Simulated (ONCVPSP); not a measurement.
**Which change was made? (C, ONCV)**

ONCVPSP 4.0.1 input, shortened (lines: element, Z, core and valence counts, functional; n l f; lmax; l rc ep ncon nbas qcut; lloc lpopt rc5 dvloc0; l nproj debl; icmod fcfact rcfact), LDA (Perdew-Zunger), scalar-relativistic:

```
  C 6.00    1    2        3      upf
    1    0    2.00
    2    0    1.50
    2    1    2.50
    2
    0    0.80    0.00    3    7    9.30
    1    2.70    0.00    4    8    4.80
    2    2.20    0.42    3    7    4.00
    4    5    0.60    0.00
    0    2    3.50
    1    2    3.30
    2    3    0.40
    3    4.00    1.70
```

Cutoffs, loose and tight: the cutoffs (Ha) at which the residual kinetic energy of the hardest occupied pseudo-wave falls to 1 and 0.1 mHa per electron. They do not see the model core or the augmentation charge, which bear on the density cutoff. Test errors are all-electron minus pseudo excitation energies from the reference, over the configurations 2s2 2p2; 2s2 2p1; 2s2 2p0; 2s1 2p0; variants that change the core or the reference have their own tests.

The base gives: outcome: generated; cutoff, loose: 20 Ha; cutoff, tight: 243 Ha; bound ghosts: s, p; GHOST(+) flags above zero: d; largest test error (meV): +2147.

**Question.** After one change the result is: outcome: generated; cutoff, loose: 414 Ha; cutoff, tight: 487 Ha; bound ghosts: s, p, d; GHOST(+) flags above zero: none; largest test error (meV): +1178. Which change was it?
A. all radii but the core radius scaled by about 0.90 (s 0.72, p 2.44, d 1.98 bohr); local potential polynomial inside 0.54 bohr (lpopt 5, dvloc0 0 Ha)
B. all radii but the core radius scaled by about 1.32 (s 1.06, p 3.56, d 2.90 bohr); local potential polynomial inside 0.80 bohr (lpopt 5, dvloc0 0 Ha)
C. all radii but the core radius scaled by about 0.78 (s 0.62, p 2.12, d 1.72 bohr); local potential polynomial inside 0.48 bohr (lpopt 5, dvloc0 0 Ha)

**Answer.** C. The others give: all radii but the core radius scaled by about 0.90 (s 0.72, p 2.44, d 1.98 bohr); local potential polynomial inside 0.54 bohr (lpopt 5, dvloc0 0 Ha) → outcome: generated; cutoff, loose: 141 Ha; cutoff, tight: 294 Ha; bound ghosts: s, p, d; GHOST(+) flags above zero: none; largest test error (meV): +1679 | all radii but the core radius scaled by about 1.32 (s 1.06, p 3.56, d 2.90 bohr); local potential polynomial inside 0.80 bohr (lpopt 5, dvloc0 0 Ha) → outcome: generated; cutoff, loose: 23 Ha; cutoff, tight: 30 Ha; bound ghosts: none; GHOST(+) flags above zero: p; largest test error (meV): +3946.
